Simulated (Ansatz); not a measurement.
Ideal-gas functions of CH4BrFSSi (`C[Si](F)(S)Br`) at 400 K and 1 bar, from an Ansatz frequency run at PBE0-D4/def2-TZVP.

Molar mass 175.1 g/mol, point group C1 (symmetry number 1), electronic degeneracy 1, moments of inertia 205.91, 392.758, 463.261 u Å². Harmonic wavenumbers (cm⁻¹, unscaled): 130, 136, 162, 194, 215, 231, 273, 406, 535, 709, 764, 801, 813, 912, 1282, 1439, 1442, 2694, 3056, 3142, 3158.

Use S(trans) = R[1.5 ln M + 2.5 ln T − 1.1517]; rotational temperatures θ = 24.2544 K / I; S(rot) = R[ln(√π/σ · √(T³/θAθBθC)) + 1.5]; for each mode x = 1.438777 ν̃/T, S = R[x/(eˣ − 1) − ln(1 − e⁻ˣ)] and H = RT x/(eˣ − 1); 1 cm⁻¹ = 0.0119627 kJ/mol; R = 8.31446 J/(mol·K).

Problem. By hand: the entropy, in J/(mol·K).

Solution. Translation 179.4. Rotation: θ = 0.1178, 0.0618, 0.0524 K, giving 124.7. Vibration, mode by mode: 14.71, 14.34, 12.92, 11.47, 10.66, 10.09, 8.79, 5.87, 4.05, 2.47, 2.11, 1.90, 1.84, 1.38, 0.47, 0.29, 0.29, 0.01, 0.00, 0.00, 0.00, in all 103.7. Electronic 0.0. Sum 407.8 J/(mol·K).

Problem. By hand: H − E and G − E in kJ/mol, counted from the electronic energy.

Solution. Zero-point energy ½ × 22494 × 0.0119627 = 134.5; thermal vibration 22.0; translation, rotation and pV give 4 RT = 13.3. H − E = 169.8 kJ/mol, and G − E = 169.8 − 400 × 407.8/1000 = 6.7 kJ/mol.

Vibration gives 25 % of the entropy, 29.1 J/(mol·K) of it from the modes under 150 cm⁻¹: soft modes count most, and the harmonic formula is weakest for them. The sum counts one conformer and one mirror image; others add a mixing term.
